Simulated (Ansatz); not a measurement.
Reaction (substitution at a C–N bond): `C=C(N)NC` + `[OH][AlH][SH]` → `C[S][AlH][OH]` + `C=C(N)N`

Computed with Ansatz on PBE0-D4/def2-TZVP structures; ΔE is electronic, products minus reactants. CCSD(T)/CBS is the MP2 limit (def2-TZVPP, def2-QZVPP) plus CCSD(T) − MP2 in def2-TZVPP, frozen cores. DFT in def2-TZVPP. Each species was taken in one conformer, which may not be the lowest.

```
          level  ΔE (kJ/mol)
      r2SCAN-D4        -16.4
        ωB97X-V        -13.6
         r2SCAN        -16.9
CCSD/def2-TZVPP        -11.0
```

(1) What does CCSD(T)/CBS give? (An estimate is asked.)

Largest T1 diagnostic among the species: 0.012.

Answers

(1) The calculation gave: -15.8 kJ/mol. The listed levels differ from it by -0.6, 2.2, -1.1, 4.8 kJ/mol.
